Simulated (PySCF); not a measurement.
## Spin-orbit coupling and the first ionisation energy along the 5p block

Two-component X2C-1e calculated with PySCF 2.14: MP2 on generalised Hartree-Fock spinors (GMP2), with spin-orbit coupling off and on (screened by Boettger's factors); no Breit or QED terms. Values in eV; the references (NIST) lie between the lowest levels. Elements whose determinants are no pure J levels are left out.

| element | configurations | spin-free | with spin-orbit | shift | reference |
| --- | --- | --- | --- | --- | --- |
| In (x2c-TZVPall-2c with one added diffuse shell each of s, p, d, f type, [Ar] 3d10 frozen) | [Kr] 4d10 5s2 5p1 → [Kr] 4d10 5s2 | 5.434 | 5.622 | 0.188 | 5.786 |
| Te (x2c-TZVPall-2c with one added diffuse shell each of s, p, d, f type, [Ar] 3d10 frozen) | [Kr] 4d10 5s2 5p4 → [Kr] 4d10 5s2 5p3 | 8.458 | 8.686 | 0.228 | 9.010 |
| I (x2c-TZVPall-2c with one added diffuse shell each of s, p, d, f type, [Ar] 3d10 frozen) | [Kr] 4d10 5s2 5p5 → [Kr] 4d10 5s2 5p4 | 10.404 | 10.238 | -0.166 | 10.451 |
| Xe (x2c-TZVPall-2c with one added diffuse shell each of s, p, d, f type, [Ar] 3d10 frozen) | [Xe] → [Kr] 4d10 5s2 5p5 | 12.413 | 11.995 | -0.418 | 12.130 |

The largest shift is at Xe, -0.418 eV, where spin-orbit coupling lowers the species with fewer electrons by more than the one with more (starting occupations closed and 5p1/2^2 5p3/2^3).

What remains against the references is mostly the basis and correlation beyond MP2.
